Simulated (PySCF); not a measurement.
C2H7Si, SMILES [SiH](C)C, multiplicity 2. Atoms are numbered in the order given.

```xyz
10

C      0.0416     0.4681    -1.5614
Si    -0.1337    -0.5764     0.0000
C      0.0416     0.4681     1.5614
H      1.0311     0.9583    -1.5941
H     -0.0586    -0.1463    -2.4698
H     -0.7254     1.2580    -1.6007
H      0.8775    -1.6872     0.0000
H      1.0311     0.9583     1.5941
H     -0.0586    -0.1463     2.4698
H     -0.7254     1.2580     1.6007
```
Charge 0, spin multiplicity 2.

Geometry: r2SCAN-D4/def2-SVP. The isomer is the one that the SMILES or the coordinates give; other isomers of the formula were not compared.

Level of theory: B3LYP/pcH-1 (PySCF).

Unrestricted Kohn–Sham, ⟨S²⟩ = 0.751. Hyperfine tensors hold the contact and dipolar terms, without spin-orbit corrections.

Computed hyperfine couplings:
```
nucleus     A(iso) (MHz)  A(iso) (G)  dipolar principal values (MHz)
----------  ------------  ----------  ------------------------------
13C no. 1           24.8         8.9                 -4.0, -3.8, 7.8
29Si no. 2        -483.2      -172.4              -169.8, 84.7, 85.1
13C no. 3           24.8         8.9                 -4.0, -3.8, 7.8
1H no. 4            64.5        23.0                  -4.0, 0.1, 3.8
1H no. 5             1.9         0.7                 -4.2, -2.4, 6.6
1H no. 6             4.2         1.5                 -4.3, -2.5, 6.8
1H no. 7            55.5        19.8                  -8.9, 0.4, 8.6
1H no. 8            64.5        23.0                  -4.0, 0.1, 3.8
1H no. 9             1.9         0.7                 -4.2, -2.4, 6.6
1H no. 10            4.2         1.5                 -4.3, -2.5, 6.8
```

Q: And the g tensor (effective nuclear charges for spin-orbit coupling, GIAO)? (An estimate is asked for; the answer gives what the named calculation found.)

A: principal values 2.0022, 2.0041, 2.0048; isotropic 2.0037.
